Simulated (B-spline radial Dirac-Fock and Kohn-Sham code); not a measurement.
Subshell photoionisation cross sections of Tc⁵⁺ against photon energy

System: Tc⁵⁺, configuration [Kr] 4d2.

Level of theory: Dirac-Hartree-Slater photoionisation with all multipoles and Dirac-Fock thresholds; a radial atomic solver. Values are in kb; a dash marks an energy below the computed threshold. Values for outer subshells far above threshold carry numerical ripple of a few per cent.

```csv
hν (eV),1s,2p1/2,3s,4p3/2,4d5/2
80,–,–,–,–,109
100,–,–,–,–,63.2
134,–,–,–,363,111
138,–,–,–,357,115
144,–,–,–,348,119
181,–,–,–,304,125
1250,–,–,46.4,20.5,3.29
4000,–,39.5,5.76,1.55,0.0847
6000,–,12.7,2.52,0.532,0.0194
15000,–,0.775,0.333,0.0363,0.000529
22162.9,9.03,0.218,0.130,0.0104,0.000103
77100,0.295,0.00314,0.00490,0.000145,4.67e-07
200000,0.0182,0.000123,0.000328,5.16e-06,8.59e-09
```

At 200000 eV the multipoles beyond E1 give 43.1 % of 1s, 59.0 % of 2p1/2, 43.8 % of 3s, 54.8 % of 4p3/2, 75.1 % of 4d5/2.
